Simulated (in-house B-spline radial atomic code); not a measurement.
Results of a calculation; reference values are marked as such.
## Cr in an electron gas of r_s = 2.4: phase shifts, screening, friction and resistivity

A nucleus sits in a uniform electron gas with a rigid positive background. The Kohn-Sham equations are solved self-consistently in the spin-unpolarised LDA (PW92), non-relativistic, on B-splines with outgoing waves at the boundary and partial waves to l = 8. The model has no lattice, no bands and no magnetic solution. Atomic units; δ_l are the phase shifts at the Fermi level, counted so that each bound state adds π, and good to about 0.0005.

The density parameter is r_s = 2.4 bohr, near that of the valence electrons of In (3 per atom, density 7.31 g/cm³, mass 114.82 u, which gives r_s = 2.41).

```tsv
l	δ_l (rad)
0	9.0912
1	6.3039
2	1.9556
3	-0.0104
4	-0.0014
5	-0.0006
6	-0.0004
7	-0.0004
8	-0.0004
```

Bound levels below the band bottom (hartree): s -213.4, s -23.63, p -20.05, s -2.191, p -1.2.

Problem. Check the Friedel sum rule, and say where the screening charge sits.

Solution. k_F = (9π/4)^(1/3)/r_s = 0.79965. The rule is Z = (2/π) Σ (2l + 1) δ_l. The terms are s 5.788, p 12.040, d 6.225, f -0.046 and -0.024 beyond, in all 23.982 against Z = 24. Bound states hold 6 s, 12 p, 0 d electrons, so the scattering states carry 5.98 in all; where a term is smaller than its bound count, the bound level has drawn weight out of the band.

Problem. Find the transport cross section and the electronic stopping of a 2 keV Cr ion (mass 52.0 u).

Solution. σ_tr = (4π/k_F²) Σ (l + 1) sin²(δ_l − δ_(l+1)). The terms for l = 0 to 3 are 0.1204, 1.7464, 2.5553, 0.0003, all together 4.4224, so σ_tr = 19.652 × 4.4224 = 86.910 bohr². With n = 3/(4π r_s³) = 0.01727, the friction coefficient is Q = n k_F σ_tr = 1.2002. For v well below v_F = 0.800, dE/dx = Q v; with 24801 eV per u at v = 1, v = √(2000/(24801 × 52.0)) = 0.0394, so dE/dx = 0.04726 hartree/bohr = 24.3 eV/nm. The largest term couples the d and f waves.

Problem. What residual resistivity would 1 atomic per cent of such centres give in In?

Solution. Δρ = k_F n_i σ_tr/n in atomic units of 21.74 μΩ·cm. With one host atom per 3 electrons, n_i/n = 0.01/3, so Δρ = 0.7996 × 0.00333 × 86.910 × 21.74 = 5.04 μΩ·cm. This is an atom added to the gas, as on an interstitial site.

Problem. On a substitutional site the background of one host ion, a sphere holding 3 charges, is taken out. The phase shifts for l = 0 to 4 become 8.6798, 5.8973, 1.4434, -0.0645, -0.0138. What follows?

Solution. The Friedel sum is now 20.99, for Z − 3 = 21. The sum in σ_tr is 4.9919, so σ_tr = 98.10 bohr² and Δρ = 5.68 μΩ·cm per atomic per cent, 1.13 times the value above. A real host ion scatters too, so this model doesn't give zero even for the host's own atom.
